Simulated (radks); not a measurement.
The numbers below are computed, except where a source is named.
Question: All-electron atom: Yb11+ in [Kr] 4d10 4f11 5s2 (the NIST ground configuration). Code: a radial shooting solver on a logarithmic mesh with Libxc functionals. Model: scalar-relativistic Kohn-Sham, r2SCAN, spin-polarised, spherical densities, finite nucleus; open shells are filled with parallel spins first (spin-orbit coupling, left out, can overturn this in heavy ions); meta-GGA in the generalised Kohn-Sham scheme; Fermi nuclear charge, rms radius 5.3108 fm. Some entries of the table are withheld. Estimate them.

orbital  occ.  eigenvalue (eV)  <r^2> (bohr^2)  <1/r> (bohr^-1)
1s down     1        -61525.22       0.0005301            80.62
1s up       1        -61525.21       0.0005301            80.62
2s up       1        -10622.77        0.008208            18.82
2s down     1        -10622.75        0.008208            18.82
2p up       3        -9384.606        0.006716            17.26
2p down     3        -9384.594        0.006715            17.26
3s up       1        -2566.544         0.05357            6.961
3s down     1        -2564.362         0.05351            6.965
3p up       3        -2191.404         0.05413            6.473
3p down     3        -2189.222         0.05406            6.477
3d up       5        -1733.929         0.04513            6.121
3d down     5        -1732.263         0.04505            6.125
4s up       1        -677.0296          0.2664            2.943
4s down     1        -672.8066          0.2667            2.940
4p up       3              (1)          0.3006            2.694
4p down     3              (2)          0.3011            2.691
4d up       5        -387.8895          0.3496              (3)
4d down     5        -383.7853          0.3508              (4)
5s up       1        -235.0031           1.246            1.272
5s down     1        -232.9238           1.260            1.263
4f up       7        -204.4926          0.4724              (5)
4f down     4        -200.4625          0.4810              (6)

Answer: 
(1) 4p up eigenvalue (eV): -552.6677
(2) 4p down eigenvalue (eV): -548.5292
(3) 4d up <1/r> (bohr^-1): 2.400
(4) 4d down <1/r> (bohr^-1): 2.396
(5) 4f up <1/r> (bohr^-1): 1.969
(6) 4f down <1/r> (bohr^-1): 1.958
